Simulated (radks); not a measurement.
Problem. The mean radii <r> (bohr) of the occupied orbitals of an atom or ion are listed with their occupations. Calculated with a radial shooting solver on a logarithmic mesh with Libxc functionals: Dirac Kohn-Sham, BLYP, spin-unpolarised, spherical densities, finite nucleus; Fermi nuclear charge, rms radius of each element as measured or else 0.836 A^(1/3) + 0.57 fm.

orbital  occ.      <r>
1s1/2       2  0.02722
2s1/2       2   0.1166
2p1/2       2  0.09836
2p3/2       4   0.1040
3s1/2       2   0.3112
3p1/2       2   0.3009
3p3/2       4   0.3120
3d3/2       4   0.2816
3d5/2       6   0.2851
4s1/2       2   0.6721
4p1/2       2   0.6830
4p3/2       2   0.7009

Name the element and its charge. Open shells, if any, fill j = l - 1/2 first.

Solution. Z = 53, iodine, charge +19: I19+ in [Ar] 3d10 4s2 4p4. The 1s radius gives Z: for a bare nucleus <r> = (2 gamma + 1)/(2Z) with gamma = sqrt(1 - (Z/c)^2), 0.02683 bohr for Z = 53, and screening makes it slightly larger (0.02722 here). The occupations add up to 34, and the charge is Z minus that.
